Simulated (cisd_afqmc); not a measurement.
Input (AFQMC/CISD/cc-pVTZ; cisd_afqmc is a phaseless AFQMC code with CISD trial states that reads the integrals written by Ansatz):

Ansatz 0.2 input:
```python
import cisd_afqmc

open("ham.yaml", "w").write("""\
crystal:
  periodic: [false, false, false]
  atoms:
    - {symbol: C, position_ang: [1.17491911, -0.14876879, 0.26234979]}
    - {symbol: C, position_ang: [-0.31234385, -0.40206061, 0.22784619]}
    - {symbol: F, position_ang: [-0.94754586, 0.58992368, -0.52826366]}
    - {symbol: H, position_ang: [1.66923349, -0.92372535, 0.85277235]}
    - {symbol: H, position_ang: [1.59265559, -0.16439292, -0.74500054]}
    - {symbol: H, position_ang: [1.39120404, 0.81957339, 0.71515971]}
    - {symbol: H, position_ang: [-0.75139858, -0.37416969, 1.22779953]}
    - {symbol: H, position_ang: [-0.54923331, -1.36162214, -0.23753398]}
basis:
  gaussian:
    orbitals: cc-pVTZ
magnetization: {spin_polarized: false}
correlation: {method: ccsd, electrons: outside_noble_gas, hamiltonian_folder: ham}
""")
rep = cisd_afqmc.ansatz("ham.yaml")
e_ccsd = rep["correlation"]["coupled_cluster"]["energy"]["hartree"]
out = cisd_afqmc.run("ham", e_ccsd, trial="CISD", walkers=1000, populations=1, threads=12, dt=0.005, steps=40, early=24, settle=10, least=100,
    cut=5e-5, rank_cut=2e-4, target=0.0004, seconds=1000, seed=4, memory=62639, gpu=True)
```

Output:

```
orbitals 157, occupied [10], factors 822 of 909, rank of the doubles 459 of 1470
E(HF) = -178.149146
E(CCSD) on the cut factors = -178.783025, shift to the whole factors -0.000014
Energy of the trial state on the determinant = -178.783009
  tau behind 7.2 of longer steps, mean of the populations' last blocks
   2.0  -178.80442
   4.0  -178.80619
   6.0  -178.80564
   8.0  -178.80305
  10.0  -178.80378
  12.0  -178.80385
  14.0  -178.80523
  16.0  -178.80410
  18.0  -178.80418
  20.0  -178.80531
  22.0  -178.80409
blocks 100 (0 outliers left out), error by blocks joined: 1: 0.00019, 2: 0.00023, 4: 0.00026, 8: 0.00028
E(AFQMC/CISD) = -178.80454 +/- 0.00028
```
